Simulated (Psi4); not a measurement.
Here is a job for Psi4.
```
memory 2 GB

molecule mol {
0 1
  Si    0.051662   -0.039928    0.921536
  Cl    1.004528    1.223868   -0.384648
  Cl   -1.047073   -1.190987   -0.374264
}

set basis def2-sv(p)
set reference rks

energy('pbe0')
print_variables()
```

Problem. Estimate the total energy that PBE0/def2-SV(P) (Psi4) returns for this input.

Solution. -1209.1491 Eh

Problem. Predict the number of basis functions from PBE0/def2-SV(P).

Solution. 54

Problem. What dipole moment does PBE0/def2-SV(P) give?

Solution. 0.69 D

Problem. Give the nuclear repulsion energy at the level PBE0/def2-SV(P).

Solution. 171.0079 Eh
